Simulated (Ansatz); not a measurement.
C2H9FSi2 can be A, `F[SiH2]CC[SiH3]`, or B, `C[SiH](C)[SiH2]F`.

Isolated molecules relaxed with PBE0-D4/def2-TZVP in Ansatz; ΔE leaves out vibrations. CBS: MP2 limit from def2 TZ/QZ plus the TZ coupled-cluster correction, frozen cores. Functionals use def2-TZVPP. B3LYP here is the variant with VWN-RPA as its local correlation; programs differ in this. Each species was taken in one conformer, which may not be the lowest.

A:

```xyz
14

F     1.3709   -1.2697    1.9119
Si    0.1570   -1.6696    0.9405
C     0.3870   -0.8087   -0.6959
C     0.6060    0.7087   -0.6330
Si   -0.8676    1.7289   -0.0616
H     0.1888   -3.1433    0.7607
H    -1.0996   -1.2728    1.6232
H    -0.4894   -1.0509   -1.3112
H     1.2370   -1.2927   -1.1918
H     1.4532    0.9444    0.0199
H     0.8816    1.0856   -1.6245
H    -2.0711    1.3736   -0.8636
H    -0.5756    3.1753   -0.2476
H    -1.1783    1.4910    1.3728
```

B:

```xyz
14

C     0.342   -1.629   -0.854
Si    0.563    0.057   -0.061
C     0.472   -0.053    1.809
Si   -1.053    1.554   -0.868
F    -2.523    1.021   -0.471
H     1.100   -2.328   -0.491
H    -0.642   -2.042   -0.617
H     0.430   -1.569   -1.941
H     1.886    0.626   -0.463
H    -0.508   -0.417    2.127
H     1.230   -0.741    2.192
H     0.636    0.923    2.271
H    -1.021    1.683   -2.351
H    -0.910    2.916   -0.283
```

Task: Which is lower in electronic energy at CCSD(T)/CBS, and by how much? (An estimate is asked.)

Result: Computed: B, by 11.4 kcal/mol.

Task: Give E(B) − E(A) in kcal/mol with BLYP-D4, B3LYP-D4, r2SCAN-D4, B2PLYP, MP2/def2-TZVPP, LDA (SPW92), HF/def2-TZVPP. (Best estimate.)

Result: The calculation gave: BLYP-D4 -12.5, B3LYP-D4 -12.2, r2SCAN-D4 -13.5, B2PLYP -11.8, MP2/def2-TZVPP -10.3, LDA (SPW92) -12.4, HF/def2-TZVPP -9.9. None reverses the order clearly.

Task: Does the order hold for the free energy at 298.15 K (harmonic terms from PBE0-D4)? (Estimate.)

Result: The calculation gave: Yes: G(B) − G(A) = -10.4 kcal/mol, for one conformer each. Modes under 60 cm⁻¹, often nearly free rotors, make the harmonic entropy too high.

Largest T1 diagnostic: 0.011.

From PBE to PBE0 (25 % exact exchange), in def2-TZVPP and without D4, E(B) − E(A) moves by +0.9 kcal/mol. At CCSD(T), def2-SVP lies +3.8 kcal/mol from the extrapolated value and def2-TZVPP +0.5 kcal/mol.
